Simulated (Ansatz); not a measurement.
Isolated molecules relaxed with PBE0-D4/def2-TZVP in Ansatz; ΔE leaves out vibrations. CCSD(T)/CBS adds triple-zeta CCSD(T) − MP2 to the extrapolated MP2 energy (def2 sets, frozen cores). Double bonds are as drawn, so ΔE can hold a change between cis and trans. DFT in def2-TZVPP. B3LYP here is the variant with VWN-RPA as its local correlation; programs differ in this. One conformer a species, not always the lowest.

Consider the redistribution: `F[SiH2][AlH2]` + `O[SiH](O)/C=C\[SiH2]F` → `F[SiH2]/C=C\[SiH2]F` + `O[SiH](O)[AlH2]`.

| level | ΔE (kJ/mol) | difference from CCSD(T)/CBS |
| --- | --- | --- |
| PBE-D4 | 22.7 | -3.3 |
| r2SCAN-D4 | 24.9 | -1.1 |
| B3LYP-D4 | 24.9 | -1.1 |
| ωB97X-V | 26.5 | 0.5 |
| B2PLYP | 23.9 | -2.1 |
| r2SCAN | 24.3 | -1.7 |
| PBE0 | 24.9 | -1.1 |
| B3LYP | 22.1 | -3.9 |
| MP2/def2-TZVPP | 26.7 | 0.7 |
| SCS-MP2/def2-TZVPP | 25.1 | -0.9 |
| CCSD/def2-TZVPP | 27.2 | 1.2 |
| HF/def2-QZVPP | 25.6 | -0.4 |
| MP2/def2-QZVPP | 26.0 | 0.0 |
| HF/CBS(def2) | 25.6 | -0.4 |
| MP2/CBS(def2) | 25.9 | -0.1 |
| CCSD/CBS(def2) | 26.4 | 0.4 |
| CCSD(T)/CBS | 26.0 | 0 |

Largest T1 diagnostic among the species: 0.013.

From PBE to PBE0 (25 % exact exchange), in def2-TZVPP and without D4, ΔE moves by +4.1 kJ/mol.
